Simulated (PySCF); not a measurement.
Species: [InI4]- (charge -1).
Cartesian coordinates in Å at the PBE0-D3(BJ)/def2-SVP level; atoms count from 1:
```xyz
5
InI4 angstrom
In     0.0070   -0.0176   -0.0112
I     -0.0829   -0.0552    2.7351
I      2.6337   -0.0550   -0.8244
I     -1.2082    2.2527   -0.9582
I     -1.2748   -2.2354   -1.0034
```

Computed with PySCF, TDDFT B3LYP/def2-SVPD, vertical, gas phase, core orbitals frozen in the response, def2 core potentials past Kr. Spin–orbit coupling is left out. The geometry optimisation had not met its thresholds, so the values belong to a structure short of the stationary point. The geometry's basis has no diffuse functions, a weakness for an anion.

Frontier orbitals with the atoms that hold most of them (Löwdin shares over 4%, at most four atoms; ? is withheld):

```csv
orbital,ε (eV),atoms
HOMO-3,-3.83,"I4 27%, I2 25%, I5 25%, I3 16%"
HOMO-2,-3.62,"I2 34%, I4 34%, I5 31%"
HOMO-1,-3.61,"I3 41%, I4 34%, I5 14%, I2 11%"
HOMO,-3.60,"I3 40%, I5 30%, I2 29%"
LUMO,?,?
LUMO+1,2.57,"In1 52%, I4 13%, I2 12%, I5 12%"
LUMO+2,2.72,"I4 53%, I5 19%, I2 12%, In1 9%"
```

Problem. Give the leading atoms of the LUMO.

Solution. In1 (bonded to 4 I) 25%; I4 (bonded to In) 19%; I2 (bonded to In) 19%; I5 (bonded to In) 19%. By element: iodine 56% or more, indium 25%.

Problem. What is the LUMO energy, and the HOMO–LUMO gap?

Solution. ε(LUMO) = 0.62 eV; the gap is 4.23 eV (0.1553 hartree).

Problem. How does S1 compare with the orbital gap of 4.23 eV?

Solution. S1 is at 3.43 eV (f = 0.0000), 0.80 eV below the gap, made of HOMO-2/HOMO-1/HOMO→LUMO (100%). S1/S2/S3 lie within about 0.01 eV of each other. Without the coupling terms of the response equations the lowest excitation would equal the gap.

Next come S2 at 3.44 eV (f 0.0000), HOMO-2/HOMO-1/HOMO→LUMO (100%); S3 at 3.44 eV (f 0.0000), HOMO-2/HOMO-1/HOMO→LUMO (100%); S4 at 3.77 eV (f 0.077), HOMO-3→LUMO (94%); S5 at 3.78 eV (f 0.076), HOMO-4→LUMO (89%).

Orbitals of the list HOMO-3 to LUMO+2 that lie within 0.01 eV of each other are written together with a slash and their weights summed (≥ marks a lower bound); for degenerate orbitals outside that list single weights are arbitrary.

Löwdin shares depend on the basis, the more so with diffuse functions.

Hardware: one thread, Intel Xeon at 2.50 GHz (x86_64), on a shared host. Cost: 2.0 min wall (grids of density and orbitals included), 0.78 GiB resident at most.
